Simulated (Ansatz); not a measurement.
Mulliken charges of H₂MoO₃S (`[O]=[Mo]([OH])([OH])=[S]`) from ωB97M-V/def2-TZVPP in Ansatz (PBE0-D4/def2-TZVP geometry).

| atom | x (Å) | y (Å) | z (Å) | charge (e) |
| --- | --- | --- | --- | --- |
| O1 | -1.367 | -1.102 | 0.125 | -0.466 |
| Mo2 | -0.283 | 0.166 | 0.113 | 1.316 |
| O3 | 1.138 | -0.208 | 1.263 | -0.478 |
| O4 | 0.348 | 0.439 | -1.622 | -0.478 |
| S5 | -1.256 | 1.921 | 0.773 | -0.312 |
| H6 | 1.282 | -1.086 | 1.629 | 0.210 |
| H7 | 0.199 | -0.198 | -2.326 | 0.210 |

By hand: the dipole of these point charges (1 e Å = 4.8032 D).

Σ q r = (0.257, -0.247, -0.125) e Å, of length 0.378 e Å = 1.82 D.

How does the dipole of the full density compare? (Estimate.)

The calculation gave: (0.367, -0.539, -0.221) e Å, 3.31 D; the point charges give 0.55 times that, at 11° from its direction.

Point charges leave out the atoms' own dipoles, such as those of lone pairs, and Mulliken's split depends on the basis, so the two needn't agree.
